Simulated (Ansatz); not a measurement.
Basis sets compared for Ta₂O₄⁺ (the lowest doublet isomer of a short search). Total charge 1; doublet. Geometry r2SCAN-D4/def2-SVP. Ansatz on 4 threads of Arm Neoverse V2 on a shared host; times are rough, and most runs start from earlier orbitals.

```
atom    x (Å)    y (Å)    z (Å)
 Ta1   0.3972  -1.3746   0.0280
 Ta2  -0.8299   0.9624  -0.6592
  O3  -1.3870  -0.6492   0.2677
  O4  -0.1525   2.0520   0.4688
  O5   1.3853  -0.8771   1.3298
  O6   0.5868  -0.1136  -1.4351
```

In the def2 sets Ta takes a core potential; there is no spin–orbit coupling. The structure comes from a short search, and lower isomers may exist.

| level | functions | energy (Eh) | HOMO (eV) | LUMO (eV) | wall time |
| --- | --- | --- | --- | --- | --- |
| PBE-D4/def2-SVP | 120 | -414.4356 | -9.91 | -9.23 | 2.5 s |
| PBE0-D4/def2-SVP | 120 | -414.2844 | -10.89 | -8.49 | 3.5 s |

(1) Estimate the rows for PBE-D4/def2-TZVP (with forces), PBE0-D4/def2-TZVP.

## Answers

(1) 
```
                         level  functions  energy (Eh)  HOMO (eV)  LUMO (eV)  wall time
PBE-D4/def2-TZVP (with forces)        204    -414.8217      -9.96      -9.25      4.4 s
             PBE0-D4/def2-TZVP        204    -414.6778     -10.86      -8.60      8.5 s
```
